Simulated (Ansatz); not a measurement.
Mulliken charges of CH$_{3}$F$_{3}$SSi, SMILES `F[Si](F)(F)CS` from ωB97M-V/def2-TZVPP in Ansatz (PBE0-D4/def2-TZVP geometry).

| atom | x (Å) | y (Å) | z (Å) | charge (e) |
| --- | --- | --- | --- | --- |
| F1 | 0.399 | -2.189 | -0.423 | -0.282 |
| Si2 | 0.693 | -0.679 | -0.755 | 0.930 |
| F3 | 2.199 | -0.393 | -0.395 | -0.282 |
| F4 | 0.526 | -0.487 | -2.310 | -0.287 |
| C5 | -0.457 | 0.461 | 0.124 | -0.354 |
| S6 | -0.344 | 0.291 | 1.923 | -0.129 |
| H7 | -0.206 | 1.480 | -0.185 | 0.147 |
| H8 | -1.470 | 0.238 | -0.223 | 0.147 |
| H9 | -1.252 | 1.232 | 2.226 | 0.111 |

Problem. By hand: the dipole of these point charges (1 e Å = 4.8032 D).

Solution. Σ q r = (-0.418, 0.425, 0.087) e Å, of length 0.602 e Å = 2.89 D.

Problem. How does the dipole of the full density compare? (Best estimate.)

Solution. The calculation gave: (-0.385, 0.394, 0.018) e Å, 2.65 D; the point charges give 1.09 times that, at 6° from its direction.

Point charges leave out the atoms' own dipoles, such as those of lone pairs, and Mulliken's split depends on the basis, so the close match here is no proof of good charges.
